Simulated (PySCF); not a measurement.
Potential energy curve for H3Ga, SMILES [GaH3], singlet. The Ga1–H4 bond (Ga1 also carries H, H; H4 carries nothing else) is stretched with both fragments frozen at the PBE0/def2-TZVP optimised geometry.

- UCCSD(T) = CCSD(T) on UHF/cc-pVDZ, 9 core orbitals frozen in PySCF
- UKS-BP86/6-31G* = unrestricted BP86/6-31G*, spherical d (PySCF)
- UMP2 = PySCF 2.14.0 with MP2 on UHF/cc-pVDZ, 9 core orbitals frozen

Energies are in kcal/mol, each relative to the lowest point of its own curve near equilibrium.

| R / Å | UCCSD(T) | UKS-BP86/6-31G* | UMP2 |
|---|---|---|---|
| 1.26 | 25.0 | 26.1 | 24.7 |
| 1.34 | 12.1 | 12.9 | 11.8 |
| 1.41 | 5.3 | 5.9 | 5.0 |
| 1.47 | 1.9 | 2.3 | 1.7 |
| 1.52 | 0.5 | 0.6 | 0.4 |
| 1.57 | 0.0 | 0.0 | 0.0 |
| 1.60 | 0.1 | 0.0 | 0.2 |
| 1.68 | 1.6 | 1.2 | 1.9 |
| 1.74 | 3.7 | 3.0 | 4.1 |
| 1.80 | 6.3 | 5.3 | 6.9 |
| 1.92 | 12.6 | 11.0 | 13.7 |
| 2.10 | 23.5 | 21.2 | 25.7 |
| 2.34 | 38.4 | 35.4 | 45.5 |
| 2.62 | 53.7 | 50.7 | 63.3 |
| 2.80 | 61.6 | 59.4 | 69.3 |
| 3.16 | 73.2 | 71.9 | 75.1 |
| 3.43 | 78.0 | 76.7 | 77.0 |
| 3.80 | 80.6 | 80.2 | 78.0 |
| 4.28 | 81.4 | 82.0 | 78.5 |
| 4.73 | 81.6 | 82.6 | 78.7 |
| 5.51 | 81.7 | 82.9 | 78.7 |

At the longest distance, 5.51 Å, UKS-BP86/6-31G* lies highest above its minimum (82.9 kcal/mol) and UMP2 lowest (78.7 kcal/mol).

The unrestricted determinant behind UCCSD(T), UMP2 is spin-contaminated at 2.34 to 5.51 Å (<S²> up to 1.0, against 0.00 for a pure singlet). The unrestricted determinant behind UKS-BP86/6-31G* is spin-contaminated at 3.16 to 5.51 Å (<S²> up to 1.0, against 0.00 for a pure singlet).
